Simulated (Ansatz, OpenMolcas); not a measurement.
# CH5BClN (SMILES CNBCl): the vertical ionisation energy, rung by rung

CH5BClN: 9 atoms, total charge 0, spin state singlet. As SMILES, `CNBCl`. The shape is that of a PBE0-D4/def2-TZVP optimisation. This is one conformer, not always the lowest.

Quantity: the vertical ionisation energy (to the doublet cation), in eV. The values are calculated.

```
            level                    kind     program  value (eV)  CPU time (all runs)
      HF/def2-SVP            Hartree–Fock      Ansatz        9.06                5.4 s
   SVWN5/def2-SVP                     LDA      Ansatz        9.78                8.4 s
    TPSS/def2-SVP                meta-GGA  OpenMolcas        9.64              2.8 min
   B3LYP/def2-SVP           global hybrid  OpenMolcas        9.83              1.8 min
    PBE0/def2-SVP           global hybrid  OpenMolcas        9.90              1.7 min
   HSE06/def2-SVP  range-separated hybrid      Ansatz        9.88                 23 s
  B2PLYP/def2-SVP           double hybrid      Ansatz        9.89                 26 s
RPA@PBE0/def2-SVP                     RPA      Ansatz        9.86                 34 s
```

The values span 9.06 to 9.90 eV. Times are those of the runs behind each value, whatever else they computed, on shared processors of several kinds: orders of magnitude only.
